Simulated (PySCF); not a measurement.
Bonds broken one at a time in the series Ga F-Cl. All species are isolated molecules in the gas phase. Strings in code marks are SMILES.

All values below come from B3LYP-D3(BJ)/def2-TZVP // PBE0-D4/def2-TZVP (PySCF 2.14.0). B3LYP has the VWN-RPA correlation part, as in Gaussian. 

| species | dipole moment (D) |
|---|---|
| whole molecule (`[F][Ga]([F])[Cl]`) | 1.04 |
| radical fragment (`[F][Ga][Cl]`) | 2.10 |
| whole molecule (`[F][Ga]([Cl])[Cl]`) | 0.88 |
| whole molecule (`[Cl][Ga]([Cl])[Cl]`) | 0.00 |
